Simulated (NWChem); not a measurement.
Molecule: C₄H₂N₂S; SMILES N#Cc1cscn1

```xyz
9

N      0.2078    -3.2583     0.0000
C      0.0835    -2.0915     0.0000
C     -0.0403    -0.6647     0.0000
C      1.0479     0.2041     0.0000
S      0.4904     1.8310     0.0000
C     -1.1613     1.2328     0.0000
N     -1.2839    -0.0658     0.0000
H      2.1144    -0.0479     0.0000
H     -2.0061     1.9372     0.0000
```
Atoms are numbered in this order, from 1.

STO-3G and 3-21G are far too small for this property and stand as cheap habits. Coordinates come from a PBE-D3(BJ)/def2-SVP optimisation.

Symmetry labels are those of Cs in the frame above (b1 and b2, or b-type labels, depend on it).

Q: List the 4 lowest vertical singlet excitations from B3LYP/3-21G, TDA (NWChem).

A: 
```
state  energy (eV)  oscillator strength  symmetry  leading excitation (squared amplitude)
-----  -----------  -------------------  --------  --------------------------------------
S1            5.08                0.000        a"                    HOMO−1 → LUMO (0.99)
S2            5.79                0.116        a'                      HOMO → LUMO (0.70)
S3            6.28                0.000        a"                    HOMO → LUMO+2 (0.92)
S4            6.45                0.010        a"                  HOMO−1 → LUMO+1 (0.96)
```
